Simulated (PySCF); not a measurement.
ammonium (H4N+), SMILES [NH4+], charge +1. Atoms are numbered in the order given.

```xyz
5

N      0.0000     0.0000     0.0000
H      0.5912    -0.5912    -0.5912
H     -0.5912    -0.5912     0.5912
H     -0.5912     0.5912    -0.5912
H      0.5912     0.5912     0.5912
```
Charge +1, spin multiplicity 1.

Geometry optimised at r2SCAN-D4/def2-TZVPD.

Method: HF/def2-TZVPD (PySCF).

Gas-phase values at a fixed geometry.

```
Quantity                                                       Result
------------------------------------------------  -------------------
total energy                                        -56.56287 hartree
point group                                                        Td
highest occupied level                                      -27.19 eV
lowest empty level                                           -3.75 eV
orbital gap                                                  23.44 eV
dipole moment about the centre of nuclear charge               0.00 D
mean static polarisability                        8.9 bohr³ (1.31 Å³)
polarisability, principal values                  8.9, 8.9, 8.9 bohr³
```
